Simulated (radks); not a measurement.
Values are calculated unless marked as measured or tabulated.
Task: Neutral xenon, [Xe]. Code: a radial shooting solver on a logarithmic mesh with Libxc functionals. Model: non-relativistic Kohn-Sham, PBE, spin-polarised, spherical densities, point nucleus. Every spin shell is full or empty, so the densities are truly spherical. Functionals are evaluated on that one density, not self-consistently. Rank these exchange functionals by their error against the exact value of the orbitals, and give that value: LDA, B88, PBEsol, RPBE, PW91, EV93, APBE, SCAN, r2SCAN, MS2, TASK, MVS.

Result: Exact: -179.029 hartree. From best to worst, with 100 (|E| - |E exact|)/|E exact| (equal figures are ties): B88 0.00, PW91 -0.02, MVS +0.05, r2SCAN -0.13, SCAN +0.14, RPBE -0.27, APBE +0.27, EV93 -0.38, MS2 -0.62, TASK -2.21, PBEsol -2.23, LDA -4.73.
